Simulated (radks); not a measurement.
All-electron atom: I II in [Kr] 4d10 5s2 5p4. Method: scalar-relativistic Kohn-Sham, PBE, spin-polarised, spherical densities, point nucleus; open shells are filled with parallel spins first (spin-orbit coupling, left out, can overturn this in heavy ions); computed with a radial shooting solver on a logarithmic mesh with Libxc functionals. Some entries of the table are withheld. Estimate them.

orbital  occ.  eigenvalue (eV)  r(max) (bohr)
1s up       1        -32994.70        0.01754
1s down     1        -32994.63        0.01754
2s up       1        -5105.837        0.09911
2s down     1        -5105.807        0.09911
2p up       3        -4583.539        0.07948
2p down     3        -4583.482        0.07948
3s up       1        -1038.143         0.2856
3s down     1        -1038.084         0.2856
3p up       3        -868.9097         0.2794
3p down     3        -868.8426         0.2794
3d up       5        -615.5255         0.2318
3d down     5        -615.4613         0.2318
4s up       1        -190.1478         0.6805
4s down     1        -190.0070         0.6806
4p up       3        -137.1191         0.7150
4p down     3        -136.9740         0.7151
4d up       5         -59.8456         0.7781
4d down     5         -59.6133         0.7780
5s up       1         -26.8524          1.697
5s down     1         -25.4263          1.683
5p up       3         -15.9718            (1)
5p down     1         -14.4935            (2)

Answer. 
(1) 5p up r(max) (bohr): 1.984
(2) 5p down r(max) (bohr): 1.976
